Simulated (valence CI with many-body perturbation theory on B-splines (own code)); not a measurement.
## Te19+: electric-dipole lines

Method: relativistic CI+MBPT: five valence electrons over a frozen Dirac-Fock core [Ar] 3d10, radial functions for each j: 9 s, 9 p, 8 d, 6 f, 3 g, 1 h, with the one-electron correlation potential Σ1 (screened to all orders), the two-electron term Σ2, the three-electron term Σ3, Breit, model QED; selected single and double excitations, second order for the rest (own B-spline code, finite nucleus).

No measured spectrum was set against this ion. As an estimate, levels hold to about 250 cm⁻¹ or 0.2 % of their energy and the worst to 1 %, as in measured heavy ions of charge 2 to 7; those with d or f electrons hold less well. Among the levels kept, up to 300 cm⁻¹ of a level comes from second order outside the variational space, and about a tenth of that is noise between levels of different J, which matters for small intervals.

Lines 1 to 50 of 170 in falling wavelength, among levels below 1097400 cm⁻¹, chosen from the strongest by gf and those to the six lowest levels. Wavelengths and rates use the calculated energies, so an error of 1000 cm⁻¹ moves a line at 436.4 Å by 0.44 % and its rate by three times that or more. Electric multipoles are in the length gauge, E1 and E2 with the static RPA response of the core. Weak lines are less certain than strong ones. Lines between different terms over intervals too small for the method are left out, as are lines whose strength nearly cancels. The highest levels of a list are the least certain.

Names give the largest LS component (configuration and term), which can be under half, so a name can repeat, a term be missing and a line seem to break the LS rules; names also repeat where a configuration has a term twice. Letters in brackets count levels of one name in rising energy.

| λ vac (Å) | Upper | Lower | A (s⁻¹) | S (a.u.) |
| --- | --- | --- | --- | --- |
| 436.4 | 4s 4p4 4P_5/2 | 4s2 4p3 2P°_3/2 | 7.37e+06 | 1.81e-03 |
| 416.5 | 4p5 2P°_3/2 | 4s2 4p2 4d 2P_3/2 [a] | 1.17e+08 | 1.67e-02 |
| 405.5 | 4s 4p3 4d 6D°_5/2 | 4s2 4p2 4d 4P_3/2 | 1.14e+08 | 2.25e-02 |
| 390.2 | 4s 4p3 4d 6D°_7/2 | 4s2 4p2 4d 4P_5/2 | 2.14e+08 | 5.03e-02 |
| 377.9 | 4p5 2P°_3/2 | 4s 4p4 2P_1/2 [b] | 9.05e+07 | 9.64e-03 |
| 354.7 | 4s 4p4 4P_3/2 | 4s2 4p3 2P°_3/2 | 2.16e+08 | 1.90e-02 |
| 352.1 | 4p5 2P°_3/2 | 4s2 4p2 4d 4D_3/2 | 1.25e+08 | 1.08e-02 |
| 348.2 | 4s 4p4 4P_1/2 | 4s2 4p3 2P°_3/2 | 9.36e+07 | 3.90e-03 |
| 339.1 | 4s 4p3 4d 6D°_7/2 | 4s2 4p2 4d 4D_5/2 | 7.91e+07 | 1.22e-02 |
| 328.9 | 4s 4p3 4d 6D°_7/2 | 4s2 4p2 4d 4F_9/2 | 4.84e+07 | 6.80e-03 |
| 316.2 | 4s 4p3 4d 6D°_9/2 | 4s2 4p2 4d 4F_9/2 | 5.65e+08 | 8.81e-02 |
| 311.6 | 4s 4p3 4d 6D°_5/2 | 4s2 4p2 4d 4D_7/2 | 7.45e+07 | 6.68e-03 |
| 310.6 | 4s 4p3 4d 6D°_1/2 | 4s2 4p2 4d 4D_3/2 | 3.15e+08 | 9.31e-03 |
| 308.6 | 4s 4p3 4d 6D°_5/2 | 4s2 4p2 4d 4D_3/2 | 1.80e+08 | 1.56e-02 |
| 308.2 | 4s 4p3 4d 6D°_3/2 | 4s2 4p2 4d 4D_3/2 | 4.99e+08 | 2.88e-02 |
| 305.7 | 4s 4p3 4d 6D°_5/2 | 4s2 4p2 4d 4F_7/2 | 1.12e+08 | 9.43e-03 |
| 302.8 | 4s 4p3 4d 6D°_7/2 | 4s2 4p2 4d 4F_7/2 | 6.62e+08 | 7.25e-02 |
| 299.1 | 4s 4p3 4d 6D°_1/2 | 4s2 4p2 4d 4D_1/2 | 7.32e+08 | 1.93e-02 |
| 297.5 | 4s 4p3 4d 6D°_9/2 | 4s2 4p2 4d 4D_7/2 | 5.58e+08 | 7.24e-02 |
| 293.1 | 4s 4p3 4d 6D°_5/2 | 4s2 4p2 4d 2F_5/2 | 5.57e+08 | 4.16e-02 |
| 292.8 | 4s 4p3 4d 6D°_3/2 | 4s2 4p2 4d 2F_5/2 | 2.55e+08 | 1.26e-02 |
| 292.0 | 4s 4p3 4d 6D°_9/2 | 4s2 4p2 4d 4F_7/2 | 3.75e+08 | 4.61e-02 |
| 290.6 | 4s 4p4 2D_3/2 | 4s2 4p3 2P°_3/2 | 1.18e+07 | 5.73e-04 |
| 290.5 | 4s 4p3 4d 6D°_7/2 | 4s2 4p2 4d 2F_5/2 | 1.25e+08 | 1.21e-02 |
| 290.0 | 4s 4p4 4P_5/2 | 4s2 4p3 2D°_5/2 | 1.01e+09 | 7.31e-02 |
| 276.5 | 4p5 2P°_3/2 | 4s 4p4 2P_3/2 | 4.72e+09 | 1.97e-01 |
| 272.8 | 4s 4p4 4P_3/2 | 4s2 4p3 2P°_1/2 | 3.17e+07 | 1.27e-03 |
| 272.0 | 4s 4p4 4P_5/2 | 4s2 4p3 2D°_3/2 | 2.33e+09 | 1.39e-01 |
| 269.7 | 4s 4p4 2D_5/2 | 4s2 4p3 2P°_3/2 | 2.81e+09 | 1.64e-01 |
| 268.9 | 4s 4p4 4P_1/2 | 4s2 4p3 2P°_1/2 | 2.54e+09 | 4.88e-02 |
| 264.9 | 4p5 2P°_3/2 | 4s 4p4 2P_1/2 [a] | 3.03e+09 | 1.11e-01 |
| 264.4 | 4p5 2P°_3/2 | 4s2 4p2 4d 4F_3/2 | 1.26e+09 | 4.59e-02 |
| 260.0 | 4s 4p3 4d 6D°_5/2 | 4s2 4p2 4d 4F_5/2 | 2.70e+08 | 1.41e-02 |
| 257.9 | 4s 4p3 4d 6D°_7/2 | 4s2 4p2 4d 4F_5/2 | 2.70e+08 | 1.83e-02 |
| 251.5 | 4s 4p4 4P_3/2 | 4s2 4p3 2D°_5/2 | 1.80e+09 | 5.64e-02 |
| 249.0 | 4s 4p3 4d 6D°_5/2 | 4s 4p4 2P_3/2 | 1.13e+08 | 5.15e-03 |
| 243.6 | 4s2 4p2 4d 4F_3/2 | 4s2 4p3 2P°_3/2 | 9.30e+08 | 2.65e-02 |
| 243.2 | 4s 4p4 2P_1/2 [a] | 4s2 4p3 2P°_3/2 | 9.13e+08 | 1.30e-02 |
| 239.2 | 4p5 2P°_3/2 | 4s 4p4 2D_5/2 | 1.33e+10 | 3.60e-01 |
| 237.8 | 4s 4p4 4P_3/2 | 4s2 4p3 2D°_3/2 | 3.05e+08 | 8.09e-03 |
| 234.9 | 4s 4p4 4P_1/2 | 4s2 4p3 2D°_3/2 | 4.16e+08 | 5.33e-03 |
| 234.1 | 4s 4p4 2P_3/2 | 4s2 4p3 2P°_3/2 | 2.35e+09 | 5.95e-02 |
| 233.2 | 4s 4p4 2D_3/2 | 4s2 4p3 2P°_1/2 | 3.85e+08 | 9.64e-03 |
| 225.1 | 4s2 4p2 4d 4F_5/2 | 4s2 4p3 2P°_3/2 | 3.93e+07 | 1.33e-03 |
| 224.9 | 4p5 2P°_3/2 | 4s 4p4 2D_3/2 | 6.13e+09 | 1.38e-01 |
| 221.1 | 4s 4p4 4P_5/2 | 4s2 4p3 4S°_3/2 | 4.58e+09 | 1.47e-01 |
| 218.2 | 4s 4p3 4d 6D°_3/2 | 4s 4p4 2D_5/2 | 2.33e+08 | 4.77e-03 |
| 217.4 | 4s 4p4 2D_3/2 | 4s2 4p3 2D°_5/2 | 1.05e+09 | 2.13e-02 |
| 207.2 | 4s 4p4 2D_3/2 | 4s2 4p3 2D°_3/2 | 1.68e+10 | 2.95e-01 |
| 206.2 | 4s 4p3 4d 6D°_3/2 | 4s 4p4 2D_3/2 | 3.05e+08 | 5.28e-03 |
